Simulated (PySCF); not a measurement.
**Polarisability and C₆ of B (boron, neutral)**

[He] 2s1 2p2, high-spin 4P determinant (an excited configuration). All numbers are calculated (PySCF 2.14, the spin-free X2C one-electron Hamiltonian (Gaussian nucleus), in aug-cc-pCVQZ-DK). Coupled (time-dependent) response in atomic units; α is the mean over directions.

```tsv
method	mean α (bohr³)	α xx, yy, zz	C₆ (like pair)	S(−4)
wB97X-V	18.91	18.00, 19.36, 19.36	85.69	232.4
```

S(−4) is the Cauchy moment in α(ω) = α(0) + S(−4) ω² + …

α(iu) at wB97X-V:

```tsv
u (hartree)	α(iu) (bohr³)
0	18.91
0.0500	18.35
0.100	16.90
0.200	13.14
0.300	9.867
0.500	5.801
0.750	3.366
1.00	2.172
1.50	1.111
2.00	0.6735
3.00	0.3269
5.00	0.1311
```

A single London oscillator, α(iu) = α/(1 + u²/ω²), gives C₆ = (3/4) ω α². Matching the computed C₆ needs ω = 4 × 85.69 / (3 × 18.91²) = 0.320 hartree.

The components differ because the open shell of this determinant is not spherical; for a pure term their mean is the scalar polarisability.
